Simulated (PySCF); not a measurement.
C2H6BFO, SMILES CB(CO)F. Atoms are numbered in the order given.

```xyz
11

C      1.5990    -0.2427    -0.4409
B      0.3595     0.1700     0.4190
F      0.5259     0.7204     1.6319
C     -1.1382     0.0066    -0.0616
O     -1.1933    -0.5853    -1.3451
H      1.4190    -1.2127    -0.9303
H      1.6921     0.4883    -1.2650
H      2.5439    -0.2598     0.1215
H     -1.6752    -0.5911     0.7073
H     -1.6123     1.0122    -0.0357
H     -2.1162    -0.6722    -1.6042
```

The structure is a stationary point at ωB97X-D3(BJ)/def2-SVP. This is a generated structure with no PubChem entry under its InChIKey; it may be hypothetical. One conformer was computed; it need not be the lowest.

Level of theory: PBE/def2-TZVP (PySCF).

The molecule is in vacuum.

Computed frontier levels, gap, dipole moment and polarisability:
```yaml
highest_occupied_level: -6.36 eV
lowest_empty_level: -1.02 eV
orbital_gap: 5.34 eV
dipole_moment: 1.54 D
quadrupole, principal values (traceless, Buckingham form, about the centre of nuclear charge): -7.21, 0.42, 6.79 D·Å
mean_static_polarisability: 44.4 bohr³ (6.58 Å³)
polarisability_principal_values: 36.8, 46.0, 50.5 bohr³
```
